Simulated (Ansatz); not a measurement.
## Reading a saddle point

A first-order saddle point of GeH$_{4}$SO, closed shell, PBE0-D4/def2-TZVP, with one imaginary mode of 1205i cm⁻¹:

```xyz
7
angstrom
Ge -0.4814 0.1593 0.6312
O 1.0748 -0.0370 -0.5098
S -1.2234 -1.5038 -0.4705
H 0.3188 -0.8994 -0.9178
H -0.9779 1.5937 0.3637
H 0.0703 0.0202 2.0575
H 1.2189 0.6669 -1.1543
```

Computed with Ansatz 0.2.0 (basis: def2-TZVPP and def2-QZVPP); correlated methods freeze the cores. Filled d shells of the heavier atoms are correlated. The def2 sets are not built for correlating such inner shells, so the correlated values are less sure here. Extrapolation: Hartree–Fock as exp(−7.88 √X), correlation as X^−2.97.

Task: Which contacts change along the imaginary mode, and what lies on either side? (A judgement: the text doesn't fix the answer.)

Result: The calculation gives: The step is GeH₄SO ([OH][GeH2][SH]) → GeH₂S ([S][GeH2]) + H₂O (still joined by a long Ge–O bond), with the molecules in contact on both sides. Shortening one way: O2–H4; lengthening the same way: Ge1–O2, S3–H4.
| pair | one side (Å) | saddle (Å) | other side (Å) |
| --- | --- | --- | --- |
| O2–H4 | 3.37 | 1.22 | 0.97 |
| Ge1–O2 | 1.78 | 1.94 | 2.18 |
| S3–H4 | 1.34 | 1.72 | 2.68 |

Task: Which side is lower, and how far does the saddle lie above each? (Judge from chemistry; the value comes from the calculation.)

Result: Computed: The side with Ge1–O2, S3–H4 short is lower by 0.987 eV; the saddle lies 1.360 eV above it and 0.373 eV above the other (CCSD(T) at an estimated basis limit (MP2 extrapolated from triple and quadruple zeta, plus CCSD(T) − MP2 in triple zeta); electronic energies).

The T1 diagnostic stays at or below 0.014.

Labels in which every atom is bracketed show which atoms are joined, not bond orders.

For scale, one of the runs: CCSD(T)/def2-TZVPP, 177 basis functions, launched by `ansatz run in.yaml --threads 2 --pin off --events-out ev --progress --plain --max-ram 4352MiB`. The run took 38 s on 2 CPU threads of an Intel Xeon Platinum 8488C (shared host), with 1.6 GiB of host memory at its peak.
